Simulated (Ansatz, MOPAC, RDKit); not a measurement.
Molecule: difluoro(diiodo)silane, SiI2F2, net charge 0, singlet state. SMILES: F[Si](F)(I)I

Atoms: F1, Si2, F3, I4, I5. Bonds: F1-Si2, Si2-F3, Si2-I4, Si2-I5.

Bond lengths (Å) and angles (degrees) optimised at MMFF94 with RDKit; PM3 with MOPAC; B3LYP/LANL2DZ with Ansatz (a program for electronic structure); B3LYP/6-31G* with LANL2DZ past Ar with Ansatz, each started from the B3LYP-D3(BJ)/def2-TZVP structure (Ansatz) of the last column. A row stands for all coordinates that are equal there. 6-31G* holds six Cartesian d functions. No wavenumbers were computed at MMFF94, B3LYP/LANL2DZ, so these may be saddle points.

| coordinate | MMFF94 | PM3 | B3LYP/LANL2DZ | B3LYP/6-31G* with LANL2DZ past Ar | B3LYP-D3(BJ)/def2-TZVP |
|---|---|---|---|---|---|
| F1-Si2 | 1.602 | 1.560 | 1.673 | 1.595 | 1.584 |
| Si2-I4 | 2.443 | 2.517 | 2.507 | 2.434 | 2.418 |
| F1-Si2-F3 | 109.2 | 110.8 | 105.3 | 107.4 | 106.8 |
| F1-Si2-I4 | 109.5 | 109.7 | 108.8 | 108.6 | 109.0 |
| I4-Si2-I5 | 109.6 | 107.2 | 115.8 | 114.6 | 113.8 |

Mean signed difference of all 4 bond lengths from B3LYP-D3(BJ)/def2-TZVP: MMFF94 0.022 Å, PM3 0.038 Å, B3LYP/LANL2DZ 0.089 Å, B3LYP/6-31G* with LANL2DZ past Ar 0.014 Å.
